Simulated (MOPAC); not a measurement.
A run for MOPAC: PM7 on BH3O2Se (SMILES OB(O)[SeH]), a point of a torsion scan.

```
PM7 1SCF PRECISE CHARGE=0 THREADS=1
BH3O2Se

O     -0.85969309 1    -1.08757564 1    -0.29793679 1
B     -0.01547739 1    -0.17222211 1     0.19209974 1
O     -0.19828386 1     1.14792399 1     0.29145105 1
Se     1.78906281 1    -0.81517348 1     0.66599038 1
H     -1.74348484 1    -0.84158217 1    -0.57331209 1
H     -1.01469967 1     1.55818980 1     0.00391648 1
H      1.38018489 1    -1.79051172 1     1.63531052 1
```

Output:

```
*******************************************************************************
 **                                                                           **
 **                              MOPAC v23.2.5                                **
 **                                                                           **
 *******************************************************************************
 ** MOPAC's Digital Object Identifier: https://doi.org/10.5281/zenodo.6511958 **
 **                                                                           **
 ** Please cite the open-source release paper for use of this MOPAC version:  **
 ** J. E. Moussa and J. J. P. Stewart (2026)                                  **
 ** MOPAC: An open-source semiempirical molecular orbital program             **
 ** J. Open Source Softw., 11(119), 8025, https://doi.org/10.21105/joss.08025 **
 *******************************************************************************

                              PM7 CALCULATION RESULTS

 *******************************************************************************
 *  PM7        - The PM7 Hamiltonian to be used
 *
 *
 *
 *                 CHARGE ON SYSTEM = 0
 *
 *
 *
 *  PRECISE    - TIGHTER CRITERIA TO BE USED
 *  1SCF       - DO 1 SCF AND THEN STOP
 *  THREADS=1  - MULTI-THREADING NOT USED
 *  T=         - A TIME OF 172800.0 SECONDS REQUESTED
 *  DUMP=N     - RESTART FILE WRITTEN EVERY 7200.0 SECONDS REQUESTED
 *******************************************************************************
PM7 1SCF PRECISE CHARGE=0 THREADS=1
 BH3O2Se

   ATOM   CHEMICAL          X               Y               Z
  NUMBER   SYMBOL      (ANGSTROMS)     (ANGSTROMS)     (ANGSTROMS)

     1       O         -0.85969309  *  -1.08757564  *  -0.29793679  *
     2       B         -0.01547739  *  -0.17222211  *   0.19209974  *
     3       O         -0.19828386  *   1.14792399  *   0.29145105  *
     4      Se          1.78906281  *  -0.81517348  *   0.66599038  *
     5       H         -1.74348484  *  -0.84158217  *  -0.57331209  *
     6       H         -1.01469967  *   1.55818980  *   0.00391648  *
     7       H          1.38018489  *  -1.79051172  *   1.63531052  *



          CARTESIAN COORDINATES

    NO.       ATOM           X           Y           Z

     1         O         -0.8597     -1.0876     -0.2979
     2         B         -0.0155     -0.1722      0.1921
     3         O         -0.1983      1.1479      0.2915
     4        Se          1.7891     -0.8152      0.6660
     5         H         -1.7435     -0.8416     -0.5733
     6         H         -1.0147      1.5582      0.0039
     7         H          1.3802     -1.7905      1.6353

 General Reference for PM7:
 "Optimization of Parameters for Semiempirical Methods VI: More Modifications to the
 NDDO Approximations and Re-optimization of Parameters", J. J. P. Stewart, J. Mol. Mod., 1:32, 19 (2013)
 https://link.springer.com/article/10.1007/s00894-012-1667-x

           Empirical Formula: H3 O2 B Se  =     7 atoms



      MOLECULAR POINT GROUP   :   C1


      RHF CALCULATION, NO. OF DOUBLY OCCUPIED LEVELS = 12


 -------------------------------------------------------------------------------
 PM7 1SCF PRECISE CHARGE=0 THREADS=1
 BH3O2Se



     1SCF WAS SPECIFIED, SO BFGS WAS NOT USED
     SCF FIELD WAS ACHIEVED


                              PM7 CALCULATION
                                                       MOPAC v23.2.5 Linux




          FINAL HEAT OF FORMATION =       -146.88221 KCAL/MOL =    -614.55516 KJ/MOL


          COSMO AREA              =        106.41 SQUARE ANGSTROMS
          COSMO VOLUME            =         90.76 CUBIC ANGSTROMS

          IONIZATION POTENTIAL    =          7.934598 EV
          HOMO LUMO ENERGIES (EV) =         -7.935 -0.256
          NO. OF FILLED LEVELS    =         12
          MOLECULAR WEIGHT        =        124.7925         POINT GROUP:  C1

          MOLECULAR DIMENSIONS (Angstroms)

            Atom       Atom       Distance
            H     7    H     6     4.42840
            H     5   Se     4     2.91669
            H     7    O     1     0.90078


          SCF CALCULATIONS        =          1





   ATOM   CHEMICAL          X               Y               Z
  NUMBER   SYMBOL      (ANGSTROMS)     (ANGSTROMS)     (ANGSTROMS)

     1       O         -0.85969309  *  -1.08757564  *  -0.29793679  *
     2       B         -0.01547739  *  -0.17222211  *   0.19209974  *
     3       O         -0.19828386  *   1.14792399  *   0.29145105  *
     4      Se          1.78906281  *  -0.81517348  *   0.66599038  *
     5       H         -1.74348484  *  -0.84158217  *  -0.57331209  *
     6       H         -1.01469967  *   1.55818980  *   0.00391648  *
     7       H          1.38018489  *  -1.79051172  *   1.63531052  *

                             CARTESIAN COORDINATES

   1    O       -0.859693090    -1.087575640    -0.297936790
   2    B       -0.015477390    -0.172222110     0.192099740
   3    O       -0.198283860     1.147923990     0.291451050
   4   Se        1.789062810    -0.815173480     0.665990380
   5    H       -1.743484840    -0.841582170    -0.573312090
   6    H       -1.014699670     1.558189800     0.003916480
   7    H        1.380184890    -1.790511720     1.635310520


           Empirical Formula: H3 O2 B Se  =     7 atoms



      MOLECULAR POINT GROUP   :   C1


                  EIGENVALUES
 -30.09340 -29.88712 -23.35360 -18.76787 -18.65744 -15.20472 -14.53212 -12.67448
 -12.45565 -11.56842  -9.83776  -7.93460  -0.25643  -0.01740   1.81680   2.27984
   3.21975   5.52428   5.65731


              NET ATOMIC CHARGES AND DIPOLE CONTRIBUTIONS

  ATOM NO.   TYPE          CHARGE      No. of ELECS.   s-Pop       p-Pop
    1          O          -0.564544        6.5645     1.74150     4.82304
    2          B           0.413970        2.5860     0.69122     1.89481
    3          O          -0.548720        6.5487     1.73939     4.80933
    4         Se          -0.019923        6.0199     1.93596     4.08396
    5          H           0.334784        0.6652     0.66522
    6          H           0.332919        0.6671     0.66708
    7          H           0.051513        0.9485     0.94849
 DIPOLE           X         Y         Z       TOTAL
 POINT-CHG.    -1.433     0.355    -0.153     1.484
 HYBRID        -1.941     0.003     0.072     1.942
 SUM           -3.374     0.357    -0.081     3.394


          ATOMIC ORBITAL ELECTRON POPULATIONS

     Atom    s        px        py        pz
    1  O   1.74150   1.40013   1.68190   1.74101
    2  B   0.69122   0.79014   0.60601   0.49866
    3  O   1.73939   1.52512   1.52210   1.76210
    4 Se   1.93596   1.07815   1.47991   1.52590
    5  H   0.66522
    6  H   0.66708
    7  H   0.94849

 **********************
 *                    *
 * JOB ENDED NORMALLY *
 *                    *
 **********************




 == MOPAC DONE ==
```

The run finished.

Cost: roughly 0.010 core-seconds.
